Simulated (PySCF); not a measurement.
Species: i-propyl bromide, C₃H₇Br.
SMILES: `CC(C)Br`

A linear-response calculation (PySCF, def2-SVPD basis, gas phase, vertical, core orbitals frozen in the response) gave these numbers; the functional is withheld.

Orbital energies (eV): HOMO-3 -10.33, HOMO-2 -9.64, HOMO-1 -7.82, HOMO -7.82, LUMO -0.11, LUMO+1 0.62, LUMO+2 1.44.

```tsv
state	E (eV)	f	main configurations (H = HOMO, L = LUMO)
S1	6.11	0.0001	H→L (98%)
S2	6.13	0.0007	H-1→L (99%)
S3	7.36	0.053	H→L+1 (95%)
S4	7.36	0.063	H-1→L+1 (96%)
S5	8.13	0.056	H→L+2 (87%)
S6	8.13	0.0050	H-1→L+2 (94%)
```

Triplets (Tamm–Dancoff): T1 5.46 eV, H→L (97%); T2 5.47 eV, H-1→L (96%); T3 6.96 eV, H-2→L (89%); T4 7.19 eV, H→L+1 (90%).

Vertical ionisation energy by ΔSCF with the same functional: 10.20 eV. Mean static polarisability: 61.4 au.

Task: Which of these was used?
A. PBE0
B. HF
C. wB97X-D
D. PBE

Result: A. PBE0 is a global hybrid with 25% exact exchange. In this run −ε(HOMO) = 7.82 eV differs from the ΔSCF value by -2.38 eV, and S1 differs from the orbital gap of 7.71 eV by -1.60 eV. The ratio −ε(HOMO)/IP is 0.77. Small neutral molecules mostly give 0.7 to 0.83 with PBE0, 0.5 to 0.7 with PBE, 0.89 to 0.99 with wB97X-D; Hartree–Fock can't fall below 1, since the ion's relaxation only lowers the ΔSCF value. The other options: PBE, a GGA without exact exchange; HF, time-dependent Hartree–Fock, 100% exact exchange; wB97X-D, range-separated, 22% exact exchange at short range and 100% at long range (ω = 0.2 bohr⁻¹).

Method used: PySCF, TDDFT PBE0/def2-SVPD, vertical, gas phase, core orbitals frozen in the response. Geometry: PBE0-D3(BJ)/def2-SVP; no solvent, vibrations or thermal averaging. The PBE0/def2-SVPD calculation is non-relativistic and has no spin–orbit coupling, an omission that weighs most on bromine.

Hardware: Arm Neoverse V1, one thread, no GPU, shared host with 32 logical CPUs at a one-minute load of 23. Cost: 33 s of wall time, 0.67 GiB resident at most.
